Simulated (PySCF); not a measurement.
Input for PySCF: R-B3LYP/LANL2DZ on FISi (SMILES F[Si]I), a point of a bond scan (R = 1.771 Å).

```python
from pyscf import gto, scf, dft, mp
from pyscf.data.elements import chemcore

mol = gto.M(
    atom='''
    Si    0.72542197    1.01948837    1.18893518
    F     1.20447686    2.27814208    0.03896819
    I    -0.38875935   -0.63672280   -0.33842808
    ''',
    basis='lanl2dz',
    ecp={'I': 'lanl2dz', 'Si': 'lanl2dz'},
    charge=0, spin=0, verbose=3, max_memory=1800)
mf = dft.RKS(mol, xc='b3lyp')
mf.conv_tol = 1e-8
mf.max_cycle = 100
mf.kernel()
if not mf.converged:
    mf = mf.newton().run(mf.mo_coeff, mf.mo_occ)
```

Output:

```
converged SCF energy = -115.150207171737
```

Self-consistency was reached.

Cost: around 2.8 core-seconds (rough).
